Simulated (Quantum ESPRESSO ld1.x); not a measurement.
Task: These are the eigenvalues of the occupied orbitals of an atom or ion with whole-number occupations (Ry). Calculated with ld1.x of Quantum ESPRESSO 7.5: scalar-relativistic Kohn-Sham, LDA (Slater exchange, VWN5 correlation), spin-polarised, spherical densities, point nucleus.

| orbital | eigenvalue |
|---|---|
| 1s up | -632.5946 |
| 1s down | -632.3962 |
| 2s up | -101.6939 |
| 2s down | -101.5001 |
| 2p up | -91.8965 |
| 2p down | -91.6624 |
| 3s up | -33.1334 |
| 3s down | -32.4513 |
| 3p up | -30.1219 |

Which element is it, and in what charge state? The configuration may be excited. Open shells, if any, are filled with parallel spins first.

Result: Z = 28, nickel, charge +13: Ni13+ in [Ne] 3s2 3p3. The list shows which subshells hold electrons but not how many an open one holds; the 1s level, -316.3 hartree, gives Z - s = 25.2 by -(Z - s)^2/2, which with screening and relativity narrows Z to a few neighbours, and the depths of the outer levels then fix element, charge and occupations together.
